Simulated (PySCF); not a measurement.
A structure optimised at r2SCAN-D4/def2-SVP, used in a PySCF frequency run:

```xyz
13

C     -0.7105    -2.5457     0.0000
C     -0.0940    -1.3522     0.0000
F      1.2577    -1.3299     0.0000
C     -0.7459    -0.0610     0.0000
C     -0.1839     1.1656     0.0000
C      1.2289     1.6134     0.0000
F     -1.0303     2.2157     0.0000
H     -1.7994    -2.5972     0.0000
H     -0.1265    -3.4672     0.0000
H     -1.8390    -0.0885     0.0000
H      1.4129     2.2449     0.8852
H      1.9254     0.7707     0.0000
H      1.4129     2.2449    -0.8852
```

**Question.** Write its SMILES, formula and point group.

**Answer.** C=C(F)/C=C(\C)F, C5H6F2, Cs

**Question.** What are its rotational constants (standard atomic weights)?

**Answer.** 5.2493, 1.6468, 1.2634 GHz
